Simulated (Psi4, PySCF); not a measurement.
OSe (SMILES O=[Se]), triplet, geometry from GFN2-xTB, atoms displaced at random by about 0.03 Å a coordinate. Base run: R2SCAN/6-31G, gradient (PySCF).

The PySCF input:
```python
from pyscf import gto, scf, dft

mol = gto.M(
    atom='''
O     0.027718    0.019393   -1.349441
Se    0.021737    0.067419    0.284319
''',
    basis='6-31g',
    charge=0,
    spin=2,
    verbose=4,
)

mf = dft.UKS(mol)
mf.xc = 'r2scan'
mf.kernel()
g = mf.nuc_grad_method()
grad = g.kernel()
```

Programs used: Psi4, PySCF; a row that names a program was run with it.

The coordinate followed is z of atom 2.

Each row names what was changed in the base input (with any setting that the change needs).

```csv
change,dE/dx (Eh/bohr),net force (Eh/bohr)
base,-0.085669,0.000215
finite difference step (bohr) = 1e-3; conv_tol = 1e-11,-0.085416,-
conv_tol = 1e-11,-0.085664,0.000215
finite difference step (bohr) = 0.05; conv_tol = 1e-11,-0.085975,-
grids.level = 0; grid_response = on,-0.088592,0.000000
density fitting = on,-0.085670,0.000215
conv_tol = 1e-6,-0.085663,0.000215
code = psi4,-0.084128,0.001242
finite difference step (bohr) = 1e-4; conv_tol = 1e-11,-0.085416,-
finite difference step (bohr) = 0.2; conv_tol = 1e-11,-0.094455,-
grids.level = 0; grid_response = off,-0.105636,0.010138
conv_tol = 1e-4,-0.084342,0.000208
```

The net force is zero for an exact gradient.

Open shells are given as the SCF converged; they aren't shown to be the lowest states, and a large step between rows can be another state.
